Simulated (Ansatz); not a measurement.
Ansatz results at the PBE0-D4/def2-TZVP geometry: ideal-gas entropy at 298 K and 1 bar (rigid rotor, harmonic PBE0-D4/def2-TZVP) 392 J/(mol·K); HOMO–LUMO gap (B3LYP/def2-TZVPP) 6.78 eV; HOMO–LUMO gap (ωB97M-V/def2-TZVPP) 11.08 eV.

Each molecule was computed in one conformer, which needn't be the lowest.

Task: Which molecule gave them?
A. `C=C1N[SiH2]1`
B. `O[Si](F)([SiH3])I`
C. `FC(F)O[SiH3]`
D. `[ZnH][S][SiH2][TeH]`

Result: B. The others give `C=C1N[SiH2]1`: 292, 5.14, 9.47; `[ZnH][S][SiH2][TeH]`: 388, 5.37, 9.55; `FC(F)O[SiH3]`: 334, 9.07, 13.52.

B3LYP here is the variant with VWN-RPA as its local correlation; programs differ in this.
